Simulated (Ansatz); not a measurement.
Gas-phase electronic energies from Ansatz, PBE0-D4/def2-TZVP geometries. CCSD(T)/CBS is the MP2 limit (def2-TZVPP, def2-QZVPP) plus CCSD(T) − MP2 in def2-TZVPP, frozen cores. DFT in def2-TZVPP. HSE06 is defined as in plane-wave codes. Elements past krypton have def2 core potentials. For Nb outer-core shells are correlated without core-valence functions, which leaves a few kJ/mol of doubt a bond. Each species was taken in one conformer, which may not be the lowest.

Reaction (substitution at a C–C bond): `CCCC` + `[CH3][Nb](=[NH])([NH2])[F]` → `C[N]=[Nb]([CH3])([NH2])[F]` + propane

`CCCC`:

```xyz
14

C    -1.097    0.678    1.458
C     0.143    0.411    0.623
C    -0.143   -0.412   -0.622
C     1.097   -0.678   -1.459
H    -1.555   -0.257    1.793
H    -0.865    1.271    2.347
H    -1.849    1.224    0.882
H     0.894   -0.107    1.232
H     0.601    1.363    0.327
H    -0.895    0.105   -1.230
H    -0.599   -1.365   -0.326
H     1.851   -1.221   -0.883
H     1.552    0.258   -1.795
H     0.865   -1.271   -2.346
```

`[CH3][Nb](=[NH])([NH2])[F]`:

Z-matrix (Å, degrees):
```
C
Nb 1 2.158
H 1 1.097 2 110.0
H 1 1.092 2 112.4 3 121.3
H 1 1.096 2 109.2 3 -118.9
N 2 1.744 1 103.9 3 -175.2
N 2 1.961 1 106.5 3 -64.5
F 2 1.891 1 108.8 3 61.3
H 6 1.009 2 169.2 1 -113.5
H 7 1.012 2 122.9 1 76.5
H 7 1.008 2 126.7 1 -109.0
```

`C[N]=[Nb]([CH3])([NH2])[F]`:

Cartesian coordinates in Å:
```
C -1.978 0.277 1.454
N -0.987 -0.015 0.481
Nb 0.091 -0.333 -0.851
C 1.476 1.326 -0.761
N 1.072 -1.949 -0.310
F -0.763 -0.364 -2.545
H -1.660 1.108 2.093
H -2.931 0.551 0.988
H -2.155 -0.592 2.098
H 2.269 1.199 -1.509
H 0.942 2.257 -0.981
H 1.941 1.431 0.222
H 0.973 -2.464 0.551
H 1.711 -2.432 -0.930
```

`CCC`:

Z-matrix (Å, degrees):
```
C
C 1 1.519
H 1 1.094 2 111.1
H 1 1.094 2 111.1 3 119.5
H 1 1.093 2 111.7 3 -120.3
C 2 1.519 1 112.7 3 -59.7
H 2 1.095 1 109.5 3 178.2
H 2 1.095 1 109.5 3 62.4
H 6 1.094 2 111.0 1 59.7
H 6 1.093 2 111.7 1 -180.0
H 6 1.094 2 111.1 1 -59.7
```

```csv
level,ΔE (kJ/mol)
B97M-V,10.5
HSE06,7.7
```

Question: What does CCSD(T)/CBS give? (Best estimate.)

Answer: The calculation gave: +11.7 kJ/mol. The listed levels differ from it by -1.2, -4.0 kJ/mol.

Question: What do rigid-rotor, harmonic-oscillator terms from PBE0-D4/def2-TZVP frequencies (298.15 K, 1 bar) make of the CCSD(T)/CBS value? (Estimate.)

Answer: The calculation gave: ΔZPE = -0.8 kJ/mol, ΔH = +12.5 kJ/mol, ΔS = 16 J/(mol·K), ΔG = +7.7 kJ/mol. Modes under 50 cm⁻¹ make the entropy rough.

Largest T1 diagnostic among the species: 0.020, so the coupled-cluster value is less sure than usual.

From PBE to PBE0 (25 % exact exchange), in def2-TZVPP and without D4, ΔE moves by +3.2 kJ/mol. Leaving LDA and LC-ωPBE aside and taking each functional with its dispersion term where it has one, the values, not all of them listed here, spread over 11.2 kJ/mol, from BLYP-D4 to ωB97M-V. LDA lies +3.3 kJ/mol from PBE without D4.
